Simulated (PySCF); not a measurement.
## Electronic structure of Pd (palladium, neutral) at the UHF level

Configuration: [Kr] 4d9 5s1, high-spin 3D determinant (an excited configuration). All numbers are calculated (PySCF 2.14, a scalar-relativistic core potential, in def2-QZVPPD with the def2 core potential (28 electrons) (7s5p4d4f2g, 88 functions)).

| Quantity | Value |
| --- | --- |
| Total energy | -127.035330 hartree |
| One-electron energy | -226.0441 hartree |
| Hartree (Coulomb) energy | 110.9784 hartree |
| Exchange energy | -11.9697 hartree |
| ⟨S²⟩ | 2.0028 |
| ⟨L²⟩ | 6.036 |
| Sum of ⟨r⟩ | 25.05 bohr |
| Sum of ⟨r²⟩ | 47.34 bohr² |
| Traceless quadrupole moment −½Σ⟨3z² − r²⟩ along its main axis | -0.647 e·bohr² |

```
shell  electrons  mean orbital energy (hartree)  spread (hartree)  rms radius, mean of both spins (bohr)
 4s α          1                       -4.08142                 0                                   1.02
 4s β          1                       -4.00713                 0                                   1.02
 4p α          3                       -2.62492           0.06117                                   1.13
 4p β          3                       -2.53797           0.04732                                   1.13
 4d α          5                       -0.48691           0.07218                                   1.62
 4d β          4                       -0.44423           0.05440                                   1.62
 5s α          1                       -0.23787                 0                                   3.75
```

Energies and moments cover only the electrons outside the core potential.
